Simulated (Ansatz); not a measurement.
Geometry optimisation, Ansatz 0.2.0, RHF/def2-SVP.

The input (input.yaml):

```yaml
crystal:
  periodic: [false, false, false]
  atoms:
    - { symbol: B, position_ang: [0.083916, -0.605481, -0.484284] }
    - { symbol: F, position_ang: [-0.050847, 0.115431, 1.937798] }
    - { symbol: Cl, position_ang: [1.5295, 0.345199, -0.750972] }
    - { symbol: Cl, position_ang: [-1.488176, -0.010222, -0.970329] }
    - { symbol: S, position_ang: [0.308511, -2.365477, 0.086824] }
    - { symbol: H, position_ang: [-0.972808, -2.741136, 0.05379] }
    - { symbol: H, position_ang: [0.062404, -0.767815, 2.124373] }
basis:
  gaussian: { orbitals: def2-SVP }
hamiltonian:
  xc: hf
relax:
  f_tol: 0.03
  max_steps: 50
output:
  orbitals: {}
```

Run as:

```bash
$ ansatz run input.yaml --threads 1 --pin off --max-ram 2048MiB --backend cpu --events-out ev --progress --plain --runs-dir out
```

**Question.** Where does it end, and by what steps?

**Answer.** It converged. After 11 steps the energy has fallen by 0.125 eV; F2 moved furthest, 0.53 Å.

```json
{"step": "0", "energy less start (eV)": "0.0000", "largest force component (eV/Å)": "0.909", "accepted": "yes"}
{"step": "1", "energy less start (eV)": "-0.0345", "largest force component (eV/Å)": "1.505", "accepted": "yes"}
{"step": "2", "energy less start (eV)": "-0.0247", "largest force component (eV/Å)": "2.127", "accepted": "no"}
{"step": "3", "energy less start (eV)": "-0.0968", "largest force component (eV/Å)": "0.734", "accepted": "yes"}
{"step": "4", "energy less start (eV)": "-0.1101", "largest force component (eV/Å)": "0.653", "accepted": "yes"}
{"step": "5", "energy less start (eV)": "-0.1208", "largest force component (eV/Å)": "0.312", "accepted": "yes"}
{"step": "6", "energy less start (eV)": "-0.1233", "largest force component (eV/Å)": "0.103", "accepted": "yes"}
{"step": "7", "energy less start (eV)": "-0.1239", "largest force component (eV/Å)": "0.299", "accepted": "yes"}
{"step": "8", "energy less start (eV)": "-0.1251", "largest force component (eV/Å)": "0.097", "accepted": "yes"}
{"step": "9", "energy less start (eV)": "-0.1253", "largest force component (eV/Å)": "0.038", "accepted": "yes"}
{"step": "10", "energy less start (eV)": "-0.1251", "largest force component (eV/Å)": "0.075", "accepted": "no"}
{"step": "11", "energy less start (eV)": "-0.1255", "largest force component (eV/Å)": "0.020", "accepted": "yes"}
```

```xyz
7
Properties=species:S:1:pos:R:3
B 0.086 -0.656 -0.706
F -0.131 0.080 2.462
Cl 1.524 0.319 -0.937
Cl -1.474 -0.084 -1.264
S 0.288 -2.274 0.086
H -0.990 -2.659 0.060
H 0.170 -0.756 2.296
```

Whether the end is a true minimum wasn't checked by a vibrational analysis.

Time of the run: 33 s on 1 thread of Arm Neoverse V1 (shared host), peak memory 0.18 GiB.
